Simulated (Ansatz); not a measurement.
Compare A (`CB[SiH](C)F`) with its isomer B (`CB(C)[SiH2]F`).

Gas-phase electronic energies from Ansatz, PBE0-D4/def2-TZVP geometries. CBS: MP2 limit from def2 TZ/QZ plus the TZ coupled-cluster correction, frozen cores. DFT in def2-TZVPP. B3LYP here is the variant with VWN-RPA as its local correlation; programs differ in this. One conformer a species, not always the lowest.

Question: Which isomer does CCSD(T)/CBS put lower? Give the gap. (Estimate.)

Answer: Ansatz gave: B, by 5.5 kJ/mol.

Question: Give E(B) − E(A) in kJ/mol with CCSD(T)/def2-TZVPP, PBE0-D4, r2SCAN-D4, B3LYP-D4, MP2/def2-TZVPP, B2PLYP, B3LYP. (An estimate is asked.)

Answer: Computed: CCSD(T)/def2-TZVPP -5.9, PBE0-D4 -8.3, r2SCAN-D4 -7.8, B3LYP-D4 -7.7, MP2/def2-TZVPP -5.9, B2PLYP -6.1, B3LYP -6.8. None reverses the order clearly.

Largest T1 diagnostic: 0.011.

In def2-TZVPP, CCSD(T) changes the Hartree–Fock value by −3.1 kJ/mol (the triples alone add −0.5 kJ/mol) and MP2 by −3.0 kJ/mol.
